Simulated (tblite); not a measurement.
C5H6NO2S (charge -1).
Geometry (GFN2-xTB, Å), atoms numbered from 1 in this order:
```xyz
15
C5H6NO2S angstrom
O      3.9752   -0.4510   -0.0650
C      2.7755   -0.2008   -0.0809
C      2.0134    0.8111   -0.6331
N      0.6743    0.7904   -0.4486
C      0.2654   -0.2178    0.2446
C     -1.1738   -0.4612    0.5617
C     -2.0298   -0.2489   -0.6945
O     -1.9109    1.0524   -1.2011
S      1.5391   -1.3060    0.7791
H      2.4473    1.6141   -1.2055
H     -1.2989   -1.4788    0.9352
H     -1.5140    0.2362    1.3376
H     -3.0917   -0.4087   -0.4684
H     -1.7259   -0.9841   -1.4593
H     -0.9495    1.2611   -1.1294
```

All values are computed: GFN2-xTB (tblite) harmonic vibrations without scaling, gas phase. Errors from tens to a few hundred cm⁻¹ against measured bands are possible. One conformer, not necessarily the lowest.

Harmonic wavenumbers (cm⁻¹): 38.9, 112.4, 156.1, 215.1, 262.0, 345.5, 395.8, 439.2, 489.5, 525.9, 547.4, 574.9, 656.1, 678.1, 691.0, 767.5, 899.9, 950.0, 1018.1, 1074.6, 1104.7, 1124.1, 1176.4, 1193.3, 1203.2, 1312.4, 1323.8, 1364.3, 1385.9, 1462.2, 1491.5, 1556.1, 1743.3, 2822.7, 2896.3, 2908.3, 2984.6, 3075.8, 3087.9.

A = 3459, B = 874.9, C = 722.4 MHz; mass 144.012 u (most abundant isotopes); point group C1, symmetry number 1.

Q: What is the zero-point energy?

A: ½Σν̃ = 23027 cm⁻¹ = 65.84 kcal/mol.

Q: Give the ideal-gas entropy at 350 K and 1 bar in the rigid-rotor, harmonic-oscillator model (classical rotation).

A: Translation 41.63, rotation 29.85, vibration 26.56: S = 98.0 cal/(mol K).

Q: And Cp and H(350 K) − H(0)?

A: Cp = 37.72 cal/(mol K), of which vibrations give 29.77 (their classical limit is 39 R = 77.5); H(350 K) − H(0) = 7.81 kcal/mol without the zero-point energy, 5.03 from vibrations.

Q: What must be added to the electronic energy to get the Gibbs energy at 350 K and 1 bar?

A: ZPE + [H(350 K) − H(0)] − T·S = 65.84 + 7.81 − 34.31 = 39.34 kcal/mol.

Q: How do the functions run with temperature in this model?

A: 
| T (K) | S (cal/(mol K)) | Cp (cal/(mol K)) | H − H(0) (kcal/mol) | G − H(0) (kcal/mol) | ln q(vib) |
| --- | --- | --- | --- | --- | --- |
| 100 | 67.5 | 15.4 | 1.14 | -5.61 | 1.26 |
| 200 | 80.9 | 24.5 | 3.13 | -13.05 | 3.11 |
| 300 | 92.6 | 33.5 | 6.03 | -21.73 | 5.10 |
| 500 | 113.4 | 48.4 | 14.31 | -42.38 | 9.25 |
| 800 | 139.4 | 61.9 | 31.07 | -80.44 | 15.32 |
| 1000 | 153.8 | 67.5 | 44.05 | -109.79 | 19.08 |

q(vib) and H(0) count from the zero-point level.

Hindered rotation and anharmonicity are outside this model. Other conformers, if any are populated, would add a mixing term that is left out. The structure is chiral; the term R ln 2 for an equal mix with its mirror image is left out.
